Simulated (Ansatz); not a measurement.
BrH$_{4}$NSn, SMILES `[NH2][SnH2][Br]`, relaxed with RKS PBE-D4/def2-SVP in Ansatz from a rough embedded geometry. The force threshold is 0.03 eV/Å; the program also tests the step.

The species carries charge 0 and has multiplicity 1. Sn takes the def2 core potential.

Start:

```xyz
7

N     1.001    0.393   -0.809
Sn   -0.368   -0.140    0.559
Br   -1.932    1.794    0.870
H     1.602   -0.517   -0.961
H     0.559    0.571   -1.733
H     0.411   -0.548    2.087
H    -1.273   -1.553   -0.012
```

```json
{"step": "1", "energy (eV)": "-77411.3294", "largest force (eV/Å)": "2.027", "largest move (Å)": "0.000"}
{"step": "2", "energy (eV)": "-77411.5017", "largest force (eV/Å)": "0.795", "largest move (Å)": "0.195"}
{"step": "3", "energy (eV)": "-77411.5211", "largest force (eV/Å)": "0.204", "largest move (Å)": "0.049"}
{"step": "4", "energy (eV)": "-77411.5233", "largest force (eV/Å)": "0.062", "largest move (Å)": "0.013"}
{"step": "5", "energy (eV)": "-77411.5241", "largest force (eV/Å)": "0.024", "largest move (Å)": "0.021"}
{"step": "6", "energy (eV)": "-77411.5247", "largest force (eV/Å)": "0.081", "largest move (Å)": "0.051"}
{"step": "7", "energy (eV)": "-77411.5250", "largest force (eV/Å)": "0.121", "largest move (Å)": "0.037"}
{"step": "8", "energy (eV)": "-77411.5255", "largest force (eV/Å)": "0.158", "largest move (Å)": "0.035"}
{"step": "9", "energy (eV)": "-77411.5261", "largest force (eV/Å)": "0.136", "largest move (Å)": "0.043"}
{"step": "10", "energy (eV)": "-77411.5276", "largest force (eV/Å)": "0.045", "largest move (Å)": "0.105"}
{"step": "11 (rejected)", "energy (eV)": "-77411.5274", "largest force (eV/Å)": "0.078", "largest move (Å)": "0.056"}
{"step": "12", "energy (eV)": "-77411.5281", "largest force (eV/Å)": "0.026", "largest move (Å)": "0.028"}
{"step": "13 (rejected)", "energy (eV)": "-77411.5279", "largest force (eV/Å)": "0.183", "largest move (Å)": "0.068"}
{"step": "14 (rejected)", "energy (eV)": "-77411.5281", "largest force (eV/Å)": "0.120", "largest move (Å)": "0.033"}
{"step": "15", "energy (eV)": "-77411.5283", "largest force (eV/Å)": "0.005", "largest move (Å)": "0.016"}
{"step": "16", "energy (eV)": "-77411.5286", "largest force (eV/Å)": "0.030", "largest move (Å)": "0.049"}
```

End:

```xyz
7

N     0.939    0.380   -0.879
Sn   -0.424   -0.232    0.531
Br   -1.876    1.781    0.982
H     1.828   -0.131   -0.790
H     0.602    0.255   -1.842
H     0.460   -0.584    1.969
H    -1.529   -1.469    0.030
```

Hardware: 2 threads of an Intel Xeon Platinum 8488C on a shared host. Wall time 17 s, peak host memory 0.16 GiB.
